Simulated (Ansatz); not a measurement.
```xyz
7

B     0.4413   -0.9964   -0.4504
O     0.3582   -0.4405    0.7983
C    -0.3188    0.7366    0.3785
S    -0.3860    0.3025   -1.4042
H     0.9354   -2.0403   -0.7278
H    -1.3071    0.8097    0.8323
H     0.2769    1.6284    0.5733
```

Total charge 0; spin multiplicity 1.

Task: List the B3LYP/def2-TZVPP orbital energies in eV (the Gaussian-basis code of Ansatz). (Estimate.)

Result: Ansatz gave: Occupied: -2417.95, -521.50, -279.55, -215.99, -184.93, -160.54, -160.44, -160.36, -29.31, -20.98, -18.22, -13.77, -13.71, -13.10, -11.99, -9.43, -9.41, -8.65, -7.42. Lowest empty: -0.46, -0.27, 0.97, 1.15, 2.26, 2.42, 2.59, 3.38.

B3LYP here is the variant with VWN-RPA as its local correlation; programs differ in this.
